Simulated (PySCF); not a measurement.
Working out the ionisation energy of Si²⁺

Si²⁺ [Ne] 3s2 (1S) → Si³⁺ [Ne] 3s1 (2S). Calculation: PySCF 2.14, in aug-cc-pCVTZ-DK (8s7p5d3f, 75 functions); scalar relativity by spin-free X2C-1e. Frozen: 1s2. Energies in hartree (1 hartree = 27.21139 eV):

```csv
part,Si²⁺ (lower),Si³⁺ (upper)
UHF,-288.597734,-287.420978
CCSD correlation,-0.331177,-0.281684
(T),-0.003109,-0.001634
```

Task: What does Hartree-Fock give?

Result: (-287.420978) − (-288.597734) = 1.176756 hartree = 32.021 eV.

Task: What do CCSD and CCSD(T) give?

Result: The CCSD correlation energies differ by 0.049493 hartree = 1.347 eV and the triples by 0.001475 hartree = 0.040 eV, so CCSD gives 33.368 eV and CCSD(T) 33.408 eV.

Measured between the centres of the two terms (NIST): 33.493 eV, so CCSD(T) (valence and next inner shell) is off by -0.085 eV.

What remains against the reference includes basis incompleteness, the frozen core and higher excitations.
